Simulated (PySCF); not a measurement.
Rh (rhodium, neutral) across methods

[Kr] 4d7 5s1 6s1, high-spin 6F determinant (an excited configuration). Calculation: PySCF 2.14, in x2c-TZVPPall with one added diffuse shell each of s, p, d, f type (9s7p7d3f1g, 95 functions); the spin-free X2C one-electron Hamiltonian (Gaussian nucleus).

```
 method  E (hartree)  mean ε 4d β (eV)  mean ε 5s α (eV)  mean ε 6s α (eV)  Σ⟨r²⟩ (bohr²)   ⟨S²⟩
 r2SCAN     -4783.35           -12.151            -9.306            -1.514          110.4  8.752
   PW91     -4783.72           -11.954            -9.179            -1.578          109.7  8.751
    UHF  -4780.99314           -17.977           -11.479            -2.301          113.0  8.754
   BLYP     -4783.49           -11.867            -8.967            -1.369          110.1  8.751
    LDA     -4778.13           -11.932            -9.367            -1.552          107.9  8.750
r2SCAN0     -4783.33           -13.850           -10.027            -1.739          110.4  8.752
  wB97X     -4783.46           -16.315           -11.499            -2.489          113.1  8.752
   PBE0     -4783.02           -13.644            -9.827            -1.821          110.5  8.751
```

**Question.** Estimate the same row for PBE.

**Answer.** E (hartree) = -4782.94; mean ε 4d β (eV) = -11.882; mean ε 5s α (eV) = -9.103; mean ε 6s α (eV) = -1.573; Σ⟨r²⟩ (bohr²) = 109.9; ⟨S²⟩ = 8.751.

The outer electron is Rydberg-like, and this basis confines it to a smaller radius and binds it less than a complete one would.
